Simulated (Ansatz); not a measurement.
`ClC1C[CH2][AlH][O]1` and `C1C[O][AlH][CH2]1` differ in one atom or group.

Ansatz, PBE0-D4/def2-TZVP geometries, multiplicity 1. 

| property | `ClC1C[CH2][AlH][O]1` |
| --- | --- |
| size of the dipole moment (ωB97M-V/def2-TZVPP) / D | 3.48 |
| HOMO energy (PBE0/def2-TZVPP) / eV | -7.88 |
| HOMO–LUMO gap (ωB97M-V/def2-TZVPP) / eV | 10.65 |
| HOMO–LUMO gap (B3LYP/def2-TZVPP) / eV | 6.36 |
| HOMO energy (ωB97M-V/def2-TZVPP) / eV | -10.17 |
| size of the dipole moment (PBE/def2-TZVPP) / D | 3.31 |

(1) Give the same properties after the change, and the shifts. (An estimate is asked.)

Answers

(1) Computed: 
```tsv
property	`C1C[O][AlH][CH2]1`	shift
size of the dipole moment (ωB97M-V/def2-TZVPP) / D	1.59	-1.89
HOMO energy (PBE0/def2-TZVPP) / eV	-7.56	0.32
HOMO–LUMO gap (ωB97M-V/def2-TZVPP) / eV	10.65	0.00
HOMO–LUMO gap (B3LYP/def2-TZVPP) / eV	6.44	0.08
HOMO energy (ωB97M-V/def2-TZVPP) / eV	-9.81	0.36
size of the dipole moment (PBE/def2-TZVPP) / D	1.51	-1.80
```

With PBE0 the HOMO rises by 0.32 eV and the LUMO rises by 0.38 eV, so the gap widens by about 0.06 eV. PBE moves the HOMO by 0.27 eV and ωB97M-V by 0.36 eV. Dipoles are sizes alone; their direction can turn.

Positive LUMOs are unbound, so they and the gaps depend on the basis.

B3LYP here is the variant with VWN-RPA as its local correlation; programs differ in this.
